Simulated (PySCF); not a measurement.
Input for PySCF: D3(BJ) and D4 dispersion corrections on C2H4 (SMILES C=C).

```python
from pyscf import gto
from pyscf.dispersion import dftd3, dftd4

mol = gto.M(
    atom='''
    C     0.51837406   -0.50382232    0.28773583
    C    -0.39772935    0.43655513    0.46909878
    H     0.85996145   -0.79038651   -0.69979840
    H     0.96667999   -1.02877161    1.12300992
    H    -0.73507478    0.71854131    1.45917579
    H    -0.84210873    0.95753336   -0.37098124
    ''',
    basis='def2-svp',
    charge=0, spin=0, verbose=0, max_memory=1800)
d3, d4 = {}, {}
for xc in ['hf', 'pbe', 'blyp', 'revpbe', 'tpss', 'r2scan', 'b3lyp', 'pbe0', 'bhlyp', 'camb3lyp', 'b2plyp']:
    d3[xc] = float(dftd3.DFTD3Dispersion(mol, xc=xc, version='d3bj', atm=False).get_dispersion()['energy'])
    print(f'D3(BJ) {xc:10s} {d3[xc]:14.8f} Eh')
for xc in ['hf', 'pbe', 'blyp', 'revpbe', 'tpss', 'r2scan', 'b3lyp', 'pbe0', 'bhlyp', 'camb3lyp', 'b2plyp']:
    d4[xc] = float(dftd4.DFTD4Dispersion(mol, xc={'camb3lyp': 'cam-b3lyp'}.get(xc, xc), atm=True).get_dispersion()['energy'])
    print(f'D4     {xc:10s} {d4[xc]:14.8f} Eh')
```

The log:

```
D3(BJ) hf            -0.02421097 Eh
D3(BJ) pbe           -0.00235386 Eh
D3(BJ) blyp          -0.00489661 Eh
D3(BJ) revpbe        -0.00652689 Eh
D3(BJ) tpss          -0.00284826 Eh
D3(BJ) r2scan        -0.00058239 Eh
D3(BJ) b3lyp         -0.00394552 Eh
D3(BJ) pbe0          -0.00190264 Eh
D3(BJ) bhlyp         -0.00294411 Eh
D3(BJ) camb3lyp      -0.00156191 Eh
D3(BJ) b2plyp        -0.00170339 Eh
D4     hf            -0.00850303 Eh
D4     pbe           -0.00190776 Eh
D4     blyp          -0.00449616 Eh
D4     revpbe        -0.00776587 Eh
D4     tpss          -0.00259811 Eh
D4     r2scan        -0.00044581 Eh
D4     b3lyp         -0.00306562 Eh
D4     pbe0          -0.00155009 Eh
D4     bhlyp         -0.00198848 Eh
D4     camb3lyp      -0.00151350 Eh
D4     b2plyp        -0.00131016 Eh
```

The run finished.

Cost: around 0.010 core-seconds (rough).
